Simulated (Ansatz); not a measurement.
Cartesian coordinates in Å:
```
C -0.4523 1.4288 0.9637
C 0.0641 0.0384 0.7087
N -0.8941 -0.9314 0.1006
B 0.2454 -0.6591 -0.6471
N 0.9498 -0.9793 -1.7988
H 0.3773 2.1268 1.1099
H -1.0832 1.4704 1.8580
H -1.0455 1.7821 0.1177
H 0.6646 -0.3575 1.5333
H -1.2597 -1.7398 0.5745
H 0.6439 -1.6786 -2.4525
H 1.7897 -0.5008 -2.0680
```

The species carries charge 0 and has multiplicity 1.

Q: List the r2SCAN/def2-TZVPP orbital energies in eV (Ansatz 0.2.0). (Best estimate.)

A: Computed: Occupied: -385.19, -384.56, -273.10, -272.33, -180.02, -23.45, -22.58, -18.48, -15.23, -13.24, -12.86, -12.54, -10.45, -10.01, -9.29, -7.99, -7.39, -6.45, -5.58. Lowest empty: 0.72, 1.02, 1.92, 2.11, 2.76, 2.90, 3.47, 3.65.
